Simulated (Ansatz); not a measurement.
```yaml
atoms:
  - { symbol: N, position_ang: [-0.0649, 0.0308, -0.2634] }
  - { symbol: O, position_ang: [-0.0358, 1.0756, 0.1463] }
  - { symbol: O, position_ang: [0.0444, -1.0492, 0.1317] }
```

Basis set: 6-31G (spherical functions). Correlated methods keep 3 orbitals frozen. Charge 0, multiplicity 2.

Computed with Ansatz (development build ahead of 0.2.0); each method stands on the lowest determinant of its kind that the runs found.

The atomization energy at this shape (free ground-state atoms in the same class of orbitals less the molecule, no zero-point energy) of doublet NO2:

```tsv
method	atomization energy
UHF	-130.1 kJ/mol
```

**Question.** What does UHF-MP2 give?

**Answer.** 507.7 kJ/mol. Caution for UHF: the molecule lies well above its atoms at this level.

This basis has no polarisation functions and is too small for such energies, which can lie far from measured ones in either direction.
